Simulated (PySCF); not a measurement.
C₇H₁₀Si, SMILES c1([SiH3])c(C)cccc1 (GFN2-xTB optimised geometry):

```
18

C     -1.755    -1.772     0.001
C     -0.995    -0.481     0.000
C     -1.682     0.725     0.000
C     -1.007     1.933     0.000
C      0.376     1.943     0.000
C      1.066     0.744     0.000
C      0.404    -0.481     0.000
Si     1.404    -2.080    -0.001
H     -1.507    -2.360     0.884
H     -1.499    -2.366    -0.875
H     -2.828    -1.591    -0.004
H     -2.764     0.720     0.000
H     -1.559     2.861    -0.001
H      0.915     2.879     0.000
H      2.147     0.757     0.000
H      1.083    -2.879     1.186
H      2.828    -1.741     0.013
H      1.102    -2.863    -1.205
```

Calculation: PBE/def2-SVP (PySCF).

Q: What are the frontier orbital energies and the dipole moment?

A: HOMO-2 -7.32 eV, HOMO-1 -6.28 eV, HOMO -6.04 eV, LUMO -1.30 eV, LUMO+1 -0.91 eV; dipole moment 0.71 D.

Meta-Löwdin charges at PBE/def2-SVP: C1 -0.32, C2 0.04, C3 -0.12, C4 -0.10, C5 -0.11, C6 -0.10, C7 -0.21, Si8 0.42, H9 0.12, H10 0.12, H11 0.11, H12 0.10, H13 0.11, H14 0.11, H15 0.10, H16 -0.09, H17 -0.08, H18 -0.09.
